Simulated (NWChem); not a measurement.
Species: C3H5, doublet; SMILES C=[C]C

```xyz
8

C      0.0974    -1.3473     0.0000
C     -0.3750    -0.1213     0.0001
C      0.0748     1.2709     0.0000
H     -0.5573    -2.2265    -0.0003
H      1.1825    -1.5459     0.0002
H      1.1804     1.3366     0.0033
H     -0.2916     1.8100    -0.8888
H     -0.2971     1.8121     0.8852
```
Atoms are numbered in this order, from 1.

All runs use the structure optimised with PBE0/def2-SVP, spin-unrestricted. The determinant is spin-contaminated (<S²> = 0.95). No stability test was run on the SCF state.

Task: List the 6 lowest vertical excitations from UHF/6-31G* (spherical d), CIS (NWChem).

Result: 
```csv
state,energy (eV),oscillator strength,<S²>
state 1,5.35,0.006,2.38
state 2,5.43,0.001,0.83
state 3,6.40,0.003,0.90
state 4,9.12,0.528,0.82
state 5,9.49,0.017,1.00
state 6,9.77,0.000,2.20
```
